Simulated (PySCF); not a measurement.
# O⁺ (oxygen, charge +1) across methods

[He] 2s1 2p3 3s1, high-spin 6S determinant (an excited configuration). All numbers are calculated (PySCF 2.14, no relativity, point nucleus, in dyall-av3z (15s9p3d2f, 71 functions)).

| method | E (hartree) | mean ε 2s α (eV) | mean ε 2p α (eV) | mean ε 3s α (eV) | Σ⟨r²⟩ (bohr²) | ⟨S²⟩ |
| --- | --- | --- | --- | --- | --- | --- |
| PBE0 | -73.4031 | -56.243 | -39.814 | -10.313 | 18.19 | 8.750 |
| PBE | -73.3844 | -52.016 | -36.898 | -9.652 | 18.12 | 8.750 |
| M06-L | -73.4544 | -54.473 | -37.933 | -9.651 | 18.14 | 8.750 |
| MN15 | -73.4427 | -55.167 | -40.313 | -10.287 | 18.34 | 8.750 |
| UHF | -73.34446 | -68.464 | -48.083 | -11.972 | 18.39 | 8.750 |
| LDA | -72.8979 | -51.551 | -36.893 | -9.739 | 18.07 | 8.750 |
| r2SCAN | -73.4620 | -54.217 | -38.040 | -9.732 | 18.29 | 8.750 |
| r2SCAN0 | -73.4618 | -57.759 | -40.616 | -10.346 | 18.25 | 8.750 |
| wB97M-V | -73.4507 | -58.064 | -41.956 | -11.954 | 18.08 | 8.750 |

The outer electron is Rydberg-like, and this basis confines it to a smaller radius and binds it less than a complete one would.
